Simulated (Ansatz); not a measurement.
CH₆GeOSi (`[CH3][GeH]1[O][SiH2]1`). Total charge 0; spin multiplicity 1. Correlated methods include outer-core shells of Ge, which these sets cover unevenly. Scalar relativity is left out up to krypton.

Z-matrix (Å, degrees):
```
C
Ge 1 1.944
H 1 1.089 2 110.1
H 1 1.091 2 110.2 3 -120.5
H 1 1.091 2 109.1 3 120.0
O 2 1.893 1 108.9 3 -57.6
Si 2 2.258 1 124.9 3 -8.7
H 2 1.540 1 112.0 3 -177.0
H 7 1.486 2 122.8 1 19.0
H 7 1.485 2 123.6 1 175.5
```

Give the diagnostics of a CCSD(T)/def2-TZVPP run (frozen core, Ansatz). (Estimate.)

Computed: T1 = 0.0135, largest single amplitude 0.020, largest double 0.052, (T) share of the correlation energy 3.9 %, 10 CCSD cycles. The RHF solution is stable towards an unrestricted one. T1 lies under the customary mark of 0.02 for closed shells.
